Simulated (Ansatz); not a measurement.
Calculated with Ansatz (gas phase, PBE0-D4/def2-TZVP geometries, no zero-point term in ΔE). CCSD(T)/CBS adds triple-zeta CCSD(T) − MP2 to the extrapolated MP2 energy (def2 sets, frozen cores). Functionals use def2-TZVPP. One conformer a species, not always the lowest.

`[SiH3][SiH2][SiH]1[CH2][AlH]1` + `FC[SiH3]` → `FC([SiH3])[SiH2][SiH3]` + `[CH2]1[AlH][SiH2]1`  (formal exchange of groups at the Si–Si bond)

`[SiH3][SiH2][SiH]1[CH2][AlH]1`:

Z-matrix (Å, degrees):
```
Si
Si 1 2.338
H 1 1.488 2 110.0
H 1 1.489 2 111.4 3 120.3
H 1 1.488 2 109.8 3 -119.4
Si 2 2.324 1 110.4 3 59.2
H 2 1.493 1 109.7 3 -66.0
H 2 1.494 1 108.7 3 177.0
Al 6 2.327 2 116.2 1 103.1
C 6 1.934 2 113.5 1 162.5
H 6 1.491 2 112.5 1 -62.0
H 9 1.580 6 164.6 2 -75.9
H 10 1.089 6 118.6 2 18.8
H 10 1.097 6 111.7 2 146.9
```

`FC[SiH3]`:

Z-matrix (Å, degrees):
```
C
Si 1 1.895
F 1 1.391 2 110.4
H 1 1.095 2 111.2 3 120.0
H 1 1.095 2 111.2 3 -120.0
H 2 1.484 1 110.0 3 60.5
H 2 1.484 1 110.0 3 -60.5
H 2 1.488 1 107.8 3 180.0
```

`FC([SiH3])[SiH2][SiH3]`:

```xyz
14

F    -0.501   -1.774    1.083
C    -0.311   -1.312   -0.233
Si   -1.887   -0.429   -0.803
Si    1.275   -0.262   -0.287
Si    1.155    1.569    1.166
H    -0.157   -2.194   -0.869
H    -2.133    0.761    0.050
H    -3.047   -1.353   -0.714
H    -1.692    0.000   -2.213
H     2.436   -1.122    0.074
H     1.449    0.201   -1.692
H     2.464    2.277    1.168
H     0.849    1.117    2.549
H     0.101    2.520    0.723
```

`[CH2]1[AlH][SiH2]1`:

```xyz
8

C     0.418   -0.797    0.176
Al    0.195    0.826    1.234
Si   -0.595    0.420   -0.917
H     1.455   -0.872   -0.177
H     0.035   -1.800    0.362
H     0.535    1.449    2.647
H    -2.014   -0.002   -1.079
H    -0.030    0.776   -2.247
```

```tsv
level	ΔE (kJ/mol)
ωB97M-V	29.2
B2PLYP	36.0
CCSD(T)/def2-TZVPP	36.7
MP2/def2-QZVPP	36.6
```

(1) What does CCSD(T)/CBS give? (Estimate.)

Largest T1 diagnostic among the species: 0.014.

## Answers

(1) Ansatz gave: +36.6 kJ/mol. The listed levels differ from it by -7.4, -0.6, 0.1, 0.0 kJ/mol.

In def2-TZVPP, CCSD(T) changes the Hartree–Fock value by +4.0 kJ/mol (the triples alone add +1.3 kJ/mol) and MP2 by +4.1 kJ/mol.
